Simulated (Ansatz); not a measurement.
A single point on BH10NSi3, SMILES `BN([SiH3])[SiH2][SiH3]`.

```yaml
crystal:
  periodic: [false, false, false]
  atoms:
    - {symbol: B, position_ang: [0.245933, 1.109227, 1.227197]}
    - {symbol: N, position_ang: [-0.345644, -0.065459, 0.728969]}
    - {symbol: Si, position_ang: [-1.159947, -1.168400, 1.826894]}
    - {symbol: Si, position_ang: [-0.257088, -0.491097, -0.977897]}
    - {symbol: Si, position_ang: [1.290422, 0.826154, -2.135271]}
    - {symbol: H, position_ang: [0.162554, 1.374166, 2.394292]}
    - {symbol: H, position_ang: [0.834728, 1.847859, 0.484960]}
    - {symbol: H, position_ang: [-2.259440, -1.833867, 1.079719]}
    - {symbol: H, position_ang: [-0.219039, -2.213227, 2.306460]}
    - {symbol: H, position_ang: [-1.703968, -0.412067, 2.978519]}
    - {symbol: H, position_ang: [-1.610961, -0.371130, -1.587723]}
    - {symbol: H, position_ang: [0.125306, -1.929690, -1.068366]}
    - {symbol: H, position_ang: [1.405337, 0.267335, -3.511322]}
    - {symbol: H, position_ang: [0.845510, 2.240058, -2.234442]}
    - {symbol: H, position_ang: [2.624599, 0.769536, -1.482588]}
basis:
  gaussian: {orbitals: def2-QZVPP}
correlation: {method: mp2}
```

```sh
$ ansatz run in.yaml --threads 4 --pin off --events-out ev --progress --plain --max-ram 11315MiB
```

Output, abridged:

```
Functional definition: HF
3640 factors; integrals over basis functions are off by at most 8.9e-4 eV
mean field evaluation 1: about -25898.0848 eV, gradient 4.0e1 eV
mean field evaluation 2: about -25898.2358 eV, gradient 4.0e1 eV
mean field evaluation 4: about -25902.8445 eV, gradient 5.3e0 eV
mean field evaluation 8: about -25902.9554 eV, gradient 2.1e-1 eV
mean field -25902.95560504 eV, -951.9160608313 hartree, gradient 2.7e-6 eV, S^2 0.000000; 0 other end points of the search recorded, 0 dependent functions left out
17 core orbitals not correlated: weight in the atoms' cores, before any rotation towards them, 1.000 or more for the frozen orbitals, at most 0.000 for the correlated occupied ones
reference -25902.95560504 eV, -951.9160608313 hartree; 15, 15 occupied and 592, 592 virtual orbitals, 3640 factors
second order -20.17314851 eV of doubles, -0.00000000 eV of singles
Total energy: -25923.12875355 eV, -952.6574103651 hartree
```

Hardware: 4 threads of an Arm Neoverse V1 on a shared host. Wall time 53 s, peak host memory 5.5 GiB.
